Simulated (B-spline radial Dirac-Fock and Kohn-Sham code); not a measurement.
Ge⁶⁺: input and output of one calculation

ΔSCF core binding energies without Breit or QED terms, calculated with an atomic code on a B-spline grid. Keys: rel is the Hamiltonian (dirac, or spin-free x2c and nr, where L3 and M5 stand for the whole 2p and 3d shells), method is hf or an exchange,correlation pair (spin-unpolarised, also for the hole states), nuc the nuclear model, radius_factor scales its radius, rmax is the box in bohr, h the logarithmic mesh step, order the B-spline order, points the quadrature points per cell, c_factor scales the speed of light, and damp, ndamp, maxit and tol steer the iteration. The run stops when the commutator error falls below 10·tol·max(1, Z/10), or the numerical noise floor, and the energy has settled to about 1e-8 Ha; the virial ratio is −V/T.

Input (task.json):

```json
{"items": [{"Z": 32, "q": 6, "cfg": [[1, 0, 2], [2, 0, 2], [2, 1, 6], [3, 0, 2], [3, 1, 6], [3, 2, 8]], "A": 74, "rrms": 4.0742, "do": "settings", "holes": ["K", "L3", "M5"],
  "settings": [{"rel": "dirac", "method": "hf", "nuc": "fermi", "radius_factor": 1.0, "rmax": 45.0, "h": 0.3, "order": 8, "points": 3, "c_factor": 1.0, "maxit": 61, "damp": 0.5, "ndamp": 3, "tol": 1e-08}]}]}
```

Command: `python xray2_run.py task.json out`

Ground-state iterations:

```
iter   energy (Ha)        error
   1    -2062.59033039  1.47e+00
   2    -2080.02916490  9.06e-01
   3    -2085.76628427  2.55e-01
   4    -2086.28375245  7.21e-02
   5    -2086.31098644  3.10e-02
   6    -2086.32098025  1.50e-03
   7    -2086.32099534  4.28e-05
   8    -2086.32099535  3.92e-06
   9    -2086.32099535  3.09e-07
```

The ground state converged in 9 iterations, with total energy -2086.32100 Ha, virial ratio 1.97867 and highest orbital energy -149.02 eV. ΔSCF binding energies: K (1s) 11254.1 eV, L3 (2p3/2) 1347.7 eV. Holes are computed only in closed shells, and unreliable hole states are left out.

One setting is outside the advised range (too few quadrature points), but here it does no visible harm: the result matches the run with default settings.
